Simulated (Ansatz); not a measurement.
Br₂Ni, SMILES [Ni-]([Br])[Br] (connectivity only; charge and spin as stated), charge -1, multiplicity 2.

Geometry optimised at B3LYP-D3(BJ)/def2-SVPD. The spin state was assumed, not searched.

Two levels are set side by side: PBE/def2-TZVPD (Ansatz, a quantum-chemistry and plane-wave program) and ωB97X-V/def2-TZVPD (Ansatz). Energy differences of separate SCF runs at the same geometry; the states with an electron removed or added have multiplicity 3. Differences are taken from unrounded values.

```csv
quantity,ωB97X-V
vertical ionisation energy (eV),3.50
```

### Question
What does PBE give, and how far is it from ωB97X-V? (An estimate is asked for; the answer gives what the named calculation found.)

### Answer

```json
[
 {"quantity": "vertical ionisation energy (eV)", "PBE": "3.03", "PBE minus ωB97X-V": "-0.47"}
]
```
